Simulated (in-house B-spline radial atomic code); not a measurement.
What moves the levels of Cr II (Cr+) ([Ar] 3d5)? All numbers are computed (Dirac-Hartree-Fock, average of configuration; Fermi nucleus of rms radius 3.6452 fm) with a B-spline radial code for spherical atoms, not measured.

Baseline run (computed): total energy -1049.3890 hartree, 1s1/2 at -222.4475 hartree, 3d5/2 at -15.986 eV with <r> = 1.369 bohr.

Scaling the speed of light c (a factor of 100 is close to the non-relativistic limit):

| c/c0 | ΔE (hartree) | 3d5/2 level (eV) | 3d5/2 <r> (bohr) |
| --- | --- | --- | --- |
| 0.9 | -1.5421 | -15.9501 | 1.372 |
| 0.98 | -0.27028 | -15.9794 | 1.37 |
| 1.02 | 0.25423 | -15.9915 | 1.369 |
| 1.5 | 3.6091 | -16.0705 | 1.363 |
| 100 | 6.4529 | -16.1393 | 1.359 |

Changing the nucleus:

```json
{"nucleus": "Gaussian nucleus of rms radius 0.01 fm", "ΔE (eV)": "-0.0747"}
{"nucleus": "Fermi nucleus of rms radius 3.5723 fm", "ΔE (eV)": "-0.00291"}
{"nucleus": "Fermi nucleus of rms radius 3.7181 fm", "ΔE (eV)": "0.00297"}
```

A larger nucleus binds the electrons less, roughly as the density at the nucleus times the change of the nuclear <r²>. A radius of 0.01 fm is nearly a point.

Task: The nuclear charge is raised by 0.1. What does the Hellmann-Feynman theorem predict for the energy, and what is found?

Result: dE/dZ ≈ -Σ<1/r>, which is -104.29 at the start and -104.866 at the end; their mean times 0.1 is -10.458 hartree, and the two runs differ by -10.458 hartree.
